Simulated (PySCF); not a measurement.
## Ni: excitation energy

Ni [Ar] 3d8 4s2 (3F) → Ni [Ar] 3d7 4s2 4p1 (high-spin determinant), as a difference of total energies. Calculation: PySCF 2.14, in aug-cc-pVTZ-DK (8s7p5d3f2g, 93 functions); the spin-free X2C one-electron Hamiltonian (Gaussian nucleus). Correlated levels: valence: [Ar] frozen. The calculations carry no spin-orbit coupling.

```tsv
method	excitation energy (eV)
UHF	6.030
LDA	8.961
PBE	8.624
PBE0	8.080
r2SCAN	8.332
BP86	8.694
r2SCAN0	7.905
LC-wPBE	8.239
PW91	8.675
MP2 (valence)	7.830
SCS-MP2 (valence)	7.829
```

Task: How much does correlation contribute at MP2 (valence)?

Result: 7.830 − (6.030) = 1.800 eV, measured against UHF.

A first-order spin-orbit estimate (lowest level to lowest level, LS coupling) adds 0.011 eV.

The upper state lies above the first ionisation limit, but in LS coupling its spin forbids autoionisation to the ground ion.

The determinant of the upper state mixes LS terms, which raises its energy above the lowest term, most at the Hartree-Fock and MP2 levels.
